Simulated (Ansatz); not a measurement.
`BS[SiH2][SiH2][SiH3]` + CH₃OH → `CO[SiH2][SiH3]` + `BS[SiH3]` at 700 K and 1 bar (cleavage of the Si–Si bond).

Isolated molecules relaxed with PBE0-D4/def2-TZVP in Ansatz; ΔE leaves out vibrations. CBS: MP2 limit from def2 TZ/QZ plus the TZ coupled-cluster correction, frozen cores. This one scheme is used for every species. Each species was taken in one conformer, which may not be the lowest.

| species | CCSD(T)/CBS energy (Eh) | H − E (kJ/mol) | S (J/(mol·K)) |
| --- | --- | --- | --- |
| `BS[SiH2][SiH2][SiH3]` | -1295.24641 | 329.7 | 589.7 |
| CH₃OH | -115.61712 | 170.8 | 288.5 |
| `CO[SiH2][SiH3]` | -696.20864 | 306.1 | 490.2 |
| `BS[SiH3]` | -714.68055 | 186.5 | 398.7 |

H − E and S are ideal-gas, rigid-rotor, harmonic terms from PBE0-D4/def2-TZVP, for one conformer and one mirror image of each species. 1 Eh = 2625.50 kJ/mol, R = 8.31446 J/(mol·K).

Problem. By hand: ΔE, ΔH, ΔS and ΔG.

Solution. ΔE = (-696.20864) + (-714.68055) − (-1295.24641) − (-115.61712) = -0.02566 Eh = -67.4 kJ/mol. Δ(H − E) = 306.1 + 186.5 − 329.7 − 170.8 = -7.9, so ΔH = -75.3 kJ/mol. ΔS = 490.2 + 398.7 − 589.7 − 288.5 = 10.7 J/(mol·K). ΔG = -75.3 − 700 × (10.7)/1000 = -82.8 kJ/mol.

Problem. By hand: the equilibrium constant, and the temperature at which ΔG would vanish if ΔH and ΔS stayed fixed.

Solution. log₁₀ K = −ΔG/(RT ln 10) = 6.2. ΔH and −TΔS have one sign here, so there is no such temperature.

The number of gas molecules stays the same, so ΔS is small and ΔH decides. A doubt of 5 kJ/mol in ΔE shifts log₁₀ K by 0.4 here. Other conformers and mirror images would add mixing entropy, several J/(mol·K) or more a flexible species. Modes under 60 cm⁻¹, often nearly free rotors, make the harmonic entropy too high. These are equilibria of isolated gas molecules and say nothing of rates. Largest T1 diagnostic: 0.015 (customary marks: 0.02 for closed shells, 0.045 for open ones).

ΔS is within the doubt of such terms, so its sign, and with it that verdict, could turn.
